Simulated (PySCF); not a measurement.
**A search over the determinants of ZnO⁺**

Unrestricted PBE0; basis Zn def2-SVPD, O def2-SVPD; no relativity; PySCF 2.14. Outer shells of the fragments: Zn+ 3d10 4s1; O 2s2 2p4.

Followed along the bond (rough minima from three points):

```json
{"2Ms+1": "2", "unpaired": "π ↑", "⟨S²⟩ at the start": "0.81", "R at minimum (Å)": "1.81", "Te (eV)": "0.00"}
{"2Ms+1": "4", "unpaired": "σ ↑, π ↑↑", "⟨S²⟩ at the start": "3.76", "R at minimum (Å)": "none in the scan", "Te (eV)": "≤ 1.22"}
{"2Ms+1": "2", "unpaired": "σ ↓, π ↑↑", "⟨S²⟩ at the start": "1.75", "R at minimum (Å)": "none in the scan", "Te (eV)": "≤ 1.37"}
```

Solutions found at the starting distance of 1.890 Å, counted from the lowest of them; the search is not exhaustive and high or unbound solutions are not listed, so other states can lie among these:

| 2Ms+1 | unpaired | term | E (eV) | ⟨S²⟩ | ⟨Lz²⟩ | μ (D) |
| --- | --- | --- | --- | --- | --- | --- |
| 2 | π ↑ | ²Π | 0.00 | 0.81 | 1.01 | -4.82 |
| 4 | σ ↑, π ↑↑ | ⁴Σ⁻ | 1.47 | 3.76 | 0.00 | 0.84 |
| 2 | σ ↓, π ↑↑ | mixed | 1.63 | 1.75 | 0.00 | 0.90 |
| 2 | σ ↑ | ²Σ⁺ | 2.18 | 0.75 | 0.00 | -6.18 |
| 2 | σ ↑, π ↑↓ | mixed | 2.33 | 1.75 | 2.01 | 0.83 |
| 4 | σ ↑↑, π ↑ | ⁴Π | 2.47 | 3.75 | 1.00 | 0.44 |
| 2 | σ ↑ | mixed | 4.51 | 0.75 | 2.00 | 0.66 |
| 4 | π ↑↑↑ | ⁴Π | 6.10 | 3.75 | 1.00 | -0.12 |
| 4 | σ ↑, π ↑↑ | mixed | 7.20 | 3.76 | 2.01 | -0.46 |
| 4 | σ ↑, π ↑↑ | mixed | 7.35 | 3.76 | 2.01 | -0.38 |

A term symbol is given only where ⟨S²⟩ and ⟨Lz²⟩ are close to those of a pure state; real π, δ and φ orbitals otherwise mix terms. A positive dipole points towards O; it is taken about the centre of mass and depends on that origin.

Counting both spins, an empty level lies below a filled one in some of these solutions, because spin and occupation are held.
